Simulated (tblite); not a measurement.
Task: What does the GFN2-xTB structure of InChI=1S/C8H6S/c1-2-4-8-7(3-1)5-6-9-8/h1-6H look like in three dimensions?

Result: 
Z-matrix in Å and degrees, rows numbered from 1:
```
C 
C   1  1.3951
C   2  1.3796  1  120.85
C   3  1.3865  2  118.29  1     0.01
S   4  1.7412  3  127.05  2  -179.93
C   5  1.7329  4   90.65  3  -180.00
C   6  1.3482  5  113.61  4     0.00
C   4  1.4081  3  121.67  2     0.05
C   1  1.3767  2  120.90  3    -0.04
H   1  1.0801  2  119.32  3   179.93
H   2  1.0798  1  119.49  3  -179.99
H   3  1.0792  2  121.30  1  -179.99
H   6  1.0727  5  118.26  4  -179.98
H   7  1.0754  6  124.02  5   179.95
H   9  1.0798  1  120.95  2  -180.00
```

The 5-membered ring C4–S5–C6–C7–C8 has internal angles of 90.6° to 113.6° (sum 540°, against 540° for a flat polygon); it is planar, 0.00 Å rms from its mean plane, widest ring torsion 0°. S5 (thiophene-type sulfur) is bent (angle 90.6°). The 6-membered ring C1–C2–C3–C4–C8–C9 has internal angles of 118.3° to 121.7° (sum 720°, against 720° for a flat polygon); it is planar, 0.00 Å rms from its mean plane, widest ring torsion 0°. The C–C distances run from 1.348 Å (C6–C7, aromatic) to 1.427 Å (C7–C8, aromatic), a spread of 0.079 Å.

Computed geometry: GFN2-xTB, gas phase.

Point group: Cs (every atom within 0.08 Å of its image). Its GFN2-xTB frequencies are all real (lowest 180 cm⁻¹).

Time: 0.16 s. Hardware: Arm Neoverse V1, one thread, no GPU, shared host with 32 logical CPUs at a one-minute load of 14. This is the geometry optimisation.
